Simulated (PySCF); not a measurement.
# Radial density of O (oxygen, neutral)

UHF, [He] 2s2 2p4, high-spin 3P determinant. Calculation: PySCF 2.14, in aug-cc-pVDZ-DK (4s3p2d, 23 functions); scalar relativity by spin-free X2C-1e.

```json
{"r (bohr)": "0.00418", "4πr²ρ (e/bohr)": "0.06712", "4πr²(ρα − ρβ)": "0.0001"}
{"r (bohr)": "0.00704", "4πr²ρ (e/bohr)": "0.1807", "4πr²(ρα − ρβ)": "0.0002"}
{"r (bohr)": "0.0118", "4πr²ρ (e/bohr)": "0.4650", "4πr²(ρα − ρβ)": "0.0006"}
{"r (bohr)": "0.0199", "4πr²ρ (e/bohr)": "1.147", "4πr²(ρα − ρβ)": "0.0014"}
{"r (bohr)": "0.0335", "4πr²ρ (e/bohr)": "2.598", "4πr²(ρα − ρβ)": "0.0035"}
{"r (bohr)": "0.0563", "4πr²ρ (e/bohr)": "5.105", "4πr²(ρα − ρβ)": "0.0086"}
{"r (bohr)": "0.0947", "4πr²ρ (e/bohr)": "7.866", "4πr²(ρα − ρβ)": "0.0249"}
{"r (bohr)": "0.159", "4πr²ρ (e/bohr)": "8.196", "4πr²(ρα − ρβ)": "0.0985"}
{"r (bohr)": "0.268", "4πr²ρ (e/bohr)": "4.906", "4πr²(ρα − ρβ)": "0.3768"}
{"r (bohr)": "0.451", "4πr²ρ (e/bohr)": "3.136", "4πr²(ρα − ρβ)": "1.0130"}
{"r (bohr)": "0.758", "4πr²ρ (e/bohr)": "4.675", "4πr²(ρα − ρβ)": "1.6232"}
{"r (bohr)": "1.28", "4πr²ρ (e/bohr)": "3.547", "4πr²(ρα − ρβ)": "1.1394"}
{"r (bohr)": "2.15", "4πr²ρ (e/bohr)": "0.8896", "4πr²(ρα − ρβ)": "0.2532"}
{"r (bohr)": "3.61", "4πr²ρ (e/bohr)": "0.05804", "4πr²(ρα − ρβ)": "0.0119"}
{"r (bohr)": "6.07", "4πr²ρ (e/bohr)": "0.0008295", "4πr²(ρα − ρβ)": "-0.0003"}
```

Densities and radii are taken from the X2C orbitals without a picture-change correction, which distorts them close to the nucleus.
